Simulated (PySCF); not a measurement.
**Excitation energy of Te⁺ by level of theory**

Te⁺ [Kr] 4d10 5s2 5p3 (4S) → Te⁺ [Kr] 4d10 5s1 5p3 5d1 (6D), as a difference of total energies. Calculation: PySCF 2.14, in aug-cc-pVTZ-PP with ECP28MDF (6s5p4d2f, 55 functions); scalar relativity through the core potential. Correlated levels: valence: 4s2 4p6 4d10 frozen. The calculations carry no spin-orbit coupling.

```tsv
method	excitation energy (eV)
UHF	15.606
LDA	18.564
PBE	18.075
PBE0	17.736
r2SCAN	17.644
B97-3	18.155
PBEsol	18.067
wB97X	18.650
SCS-MP2 (valence)	17.085
```

Estimate what MP2 (valence) gives.

16.736 eV, closest to SCS-MP2 (valence) among the rows shown.

Estimate what r2SCAN0 gives.

17.471 eV, closest to r2SCAN among the rows shown.

The promoted electron is Rydberg-like, and one or two diffuse shells describe it only roughly, which tends to raise the upper state.
